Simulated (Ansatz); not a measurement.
Ansatz (a first-principles code) input (RI-MP2/cc-pVTZ):
A basis named .json is the Basis Set Exchange file of that set.

Ansatz 0.2 input:
```yaml
crystal:
  periodic: [false, false, false]
  atoms:
    - {symbol: C, position_ang: [1.96912325, -0.03377675, -0.12648979]}
    - {symbol: C, position_ang: [0.81105554, -0.26550758, 0.08309716]}
    - {symbol: C, position_ang: [-0.55304095, -0.56051566, 0.35014958]}
    - {symbol: O, position_ang: [-1.41501233, 0.60208093, -0.31443698]}
    - {symbol: H, position_ang: [3.00127502, 0.16506653, -0.31263349]}
    - {symbol: H, position_ang: [-0.82389562, -0.53569568, 1.40381369]}
    - {symbol: H, position_ang: [-0.94333264, -1.43526246, -0.16407876]}
    - {symbol: H, position_ang: [-0.95157021, 1.46230547, -0.28268748]}
    - {symbol: H, position_ang: [-2.32520489, 0.68573853, 0.03054012]}
basis:
  gaussian:
    orbitals: cc-pVTZ
    fitting: {mean_field: def2-universal-jkfit, correlation: cc-pVTZ-RIFIT.json}
total_charge: 1
magnetization: {spin_polarized: false}
correlation: {method: mp2, electrons: outside_noble_gas}
```

End of the output:

```
integrals: 0.13 GiB planned
392 factors; integrals over basis functions are off by at most 9.4e-1 eV
mean field: 0.36 GiB planned
mean field evaluation 1: about -5195.2434 eV, gradient 4.7e1 eV
mean field evaluation 2: about -5198.8144 eV, gradient 2.3e1 eV
mean field evaluation 4: about -5199.7706 eV, gradient 1.7e0 eV
mean field evaluation 8: about -5199.7787 eV, gradient 1.2e-6 eV
mean field -5199.77869121 eV, -191.0883423654 hartree, gradient 1.2e-6 eV, S^2 0.000000; 0 other end points of the search recorded, 0 dependent functions left out
4 core orbitals not correlated
474 factors; their error is unknown
reference -5199.77869121 eV, -191.0883423654 hartree; 11, 11 occupied and 175, 175 virtual orbitals, 474 factors
second order -19.26679310 eV of doubles, -0.00000000 eV of singles
Total energy: -5219.04548431 eV, -191.7963839521 hartree
```

It need not be the lowest isomer of its formula.
